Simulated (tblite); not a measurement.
Run record: tight-binding relaxation, `[CH2][C@]12C[C@H]3[C@@H]4[C@H]3[C@H]1[C@@H]42` [radical].

Computed with GFN2-xTB geometry optimisation, gas phase (tblite 0.8.0). Start geometry: from a force field or distance geometry. The command runs a driver script over a list of jobs; the input below is this job's line of settings and its coordinates in Å.

Command:
```bash
OMP_NUM_THREADS=1 python probes_run.py task.json out
```

Input:
```
{"job": {"kind": "relax", "xc": "GFN2-xTB", "basis": "xTB"}, "charge": 0, "multiplicity": 2}
C      1.819500    -1.028900    -1.117900
C      0.602700    -0.353700    -0.570500
C     -0.775000    -0.871300    -0.777400
C     -1.610600     0.129900    -0.018100
C     -0.789900     0.301300     1.235100
C     -0.851700     1.368800     0.186800
C      0.542500     1.073000    -0.192800
C      0.608600     0.014500     0.878500
H      2.714700    -0.368200    -1.180100
H      2.030300    -1.907400    -0.459000
H     -0.865900    -1.838600    -0.229600
H     -1.076800    -0.973800    -1.834500
H     -2.692000     0.024500     0.122900
H     -1.199700     0.393800     2.217800
H     -1.263900     2.351900     0.411100
H      1.356000     1.778600    -0.234900
H      1.444200    -0.082400     1.552900
```

Output:
```
step      E/eV     max force
  0    -586.02600    2.585
  1    -586.31122    1.267
  2    -586.44017    0.745
  3    -586.57232    0.828
  4    -586.67735    0.793
  5    -586.74843    0.733
  6    -586.79913    0.611
  7    -586.84248    0.631
  8    -586.86969    0.547
  9    -586.89770    0.430
... (37 lines left out)
 47    -587.15706    0.038
 48    -587.15721    0.031
 49    -587.15729    0.024
 50    -587.15734    0.018
 51    -587.15738    0.019
 52    -587.15742    0.016
 53    -587.15745    0.012
 54    -587.15747    0.011
 55    -587.15748    0.011
 56    -587.15749    0.009
```

«max force» is the largest atomic force in eV/Å.

Question: From which step on does the largest force stay under 0.1 eV/Å, and how much energy is left to gain from there?

Answer: From step 36 (0.094 eV/Å), 7.5 meV above the end.

Summary of the converged run: energy lowered by 26.1 kcal/mol over 56 steps; largest atomic force 0.009 eV/Å at the end.

Question: Where do the atoms end?

Answer: 0.369 Å rms from the input after alignment:
```
atom  x, y, z in Å
C1     1.8262   -1.0104   -0.9244
C2     0.6590   -0.4165   -0.3727
C3    -0.7218   -0.9391   -0.6941
C4    -1.5466    0.0200    0.1178
C5    -0.8135    0.4409    1.3639
C6    -0.8916    1.3739    0.1854
C7     0.5815    1.1054   -0.1163
C8     0.6594    0.1806    1.0511
H9     2.8005   -0.6305   -0.6866
H10    1.7497   -1.8443   -1.5932
H11   -0.8477   -1.9724   -0.3679
H12   -0.9398   -0.8733   -1.7607
H13   -2.6231   -0.0557    0.1288
H14   -1.2487    0.5049    2.3451
H15   -1.3996    2.3132    0.0616
H16    1.2991    1.8035   -0.5070
H17    1.4502    0.0119    1.7592
```

On one thread of an Arm Neoverse V2, shared host, this took 0.26 s wall.
Labels such as C1 count atoms from 1, the log's own numbers from 0.
